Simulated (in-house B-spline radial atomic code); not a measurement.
Configurations of Cs⁴⁺, with energies counted from [Kr] 4d10 5s2 5p3. Method: scalar-relativistic (X2C) r2SCAN0, spin-polarised, spherical fractional occupations, exact exchange averaged over the configuration, Fermi nucleus of rms radius 4.8041 fm. Calculated with a B-spline radial code for spherical atoms. Shells without spins written out take the highest spin.

Occupations are held fixed; configurations that lie above the ionisation limit could autoionise.

| configuration | E - E(ref) (eV) | highest orbital | its <r> (bohr) |
| --- | --- | --- | --- |
| [Kr] 4d10 5s2 5p2 6f1 | 45.609 | 6f up | 6.774 |
| [Kr] 4d10 5s1 5p3 5f1 | 49.449 | 5f up | 3.946 |
| [Kr] 4d10 5s1 5p3 6f1 | 56.201 | 6f up | 6.715 |
| [Ar] 3d10 4s2 4p5 4d10 5s2 5p3 6s1 | 188.49 | 6s up | 3.258 |
| [Ar] 3d10 4s2 4p5 4d10 5s2 5p3 6p1 | 193.57 | 6p up | 3.699 |
| [Ar] 3d9 4s2 4p6 4d10 5s2 5p3 5f1 | 763.2 | 5f up | 3.74 |

**Question.** Order these further configurations by energy, lowest first.
A. [Kr] 4d10 5s1 5p3 6s1
B. [Ar] 3d9 4s2 4p6 4d10 5s2 5p3 6f1
C. [Ar] 3d10 4s2 4p5 4d10 5s2 5p3 5d1
D. [Ar] 3d9 4s2 4p6 4d10 5s2 5p3 6s1
E. [Kr] 4d10 4f1 5s1 5p3

**Answer.** E (32.078 eV), A (37.174 eV), C (181.8 eV), D (751.14 eV), B (770.34 eV).

**Question.** How far above the reference does [Kr] 4d10 5s1 5p4 lie?

**Answer.** 15.243 eV; its least bound orbital is 5p down with <r> = 1.879 bohr.
